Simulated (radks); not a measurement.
Question: The mean radii <r> (bohr) of the occupied orbitals of an atom or ion are listed with their occupations. All-electron calculation, scalar-relativistic Kohn-Sham, LB94 model potential, spin-polarised, spherical densities, finite nucleus; Fermi nuclear charge, rms radius of each element as measured or else 0.836 A^(1/3) + 0.57 fm. Program: a radial shooting solver on a logarithmic mesh with Libxc functionals.

| orbital | occ. | <r> |
|---|---|---|
| 1s | 2 | 0.03423 |
| 2s | 2 | 0.1492 |
| 2p | 6 | 0.1299 |
| 3s | 2 | 0.4150 |
| 3p | 6 | 0.4153 |
| 3d | 10 | 0.3959 |
| 4s | 2 | 1.011 |
| 4p | 6 | 1.090 |

Name the element and its charge. Open shells, if any, are filled with parallel spins first.

Answer: Z = 43, technetium, charge +7: Tc7+ in [Kr]. The 1s radius gives Z: for a bare nucleus <r> = (2 gamma + 1)/(2Z) with gamma = sqrt(1 - (Z/c)^2), 0.03371 bohr for Z = 43, and screening makes it slightly larger (0.03423 here). The occupations add up to 36, and the charge is Z minus that.
